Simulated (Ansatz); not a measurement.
Born–Oppenheimer molecular dynamics of C3H5Li (9 atoms, charge 0, multiplicity 1). It starts from a relaxed structure.

Computed with UKS PBE0/STO-3G (Ansatz 0.2.0).

| Item | Value |
| --- | --- |
| ensemble | NVE (velocity Verlet) |
| time step | 0.5 fs |
| steps asked | 150 |
| starting velocities drawn for | 300 K |
| masses | H 2.014 u |
| seed | 484675 |

First frame:

```xyz
9
Properties=species:S:1:pos:R:3
Li -0.974 0.347 -1.846
C 0.572 0.970 -0.983
C 0.553 0.294 0.184
C -0.511 -0.715 0.611
H 1.433 1.645 -1.082
H 1.337 0.422 0.953
H -1.305 -0.848 -0.162
H -0.081 -1.712 0.791
H -1.024 -0.402 1.534
```

Problem. How far do the bonds stretch over the last three quarters of this one trajectory? (Pairs bonded in most of those frames.)

Solution. 
```tsv
bond	mean (Å)	spread (Å)	shortest	longest
Li1–C2	1.912	0.056	1.82	1.99
C2–C3	1.348	0.017	1.32	1.38
C2–H5	1.100	0.007	1.09	1.11
C3–C4	1.519	0.015	1.49	1.54
C3–H6	1.106	0.006	1.10	1.12
C4–H7	1.109	0.020	1.08	1.15
C4–H8	1.102	0.012	1.08	1.12
C4–H9	1.104	0.030	1.06	1.15
```

Mean temperature of the second half: 149 K. The conserved energy stayed within 0.12 meV per atom of its start (net change 0.098 meV per atom), so the integration is sound. The temperature averaged 0.50 of the 300 K drawn at the start: a run that starts near a minimum puts about half its kinetic energy into the potential. A run of 0.075 ps of so small a system gives no equilibrium averages. Limits of this set-up: minimal basis.

Run time: 4.8 min on 1 thread of Arm Neoverse V1 (shared host), peak memory 0.1 GiB.
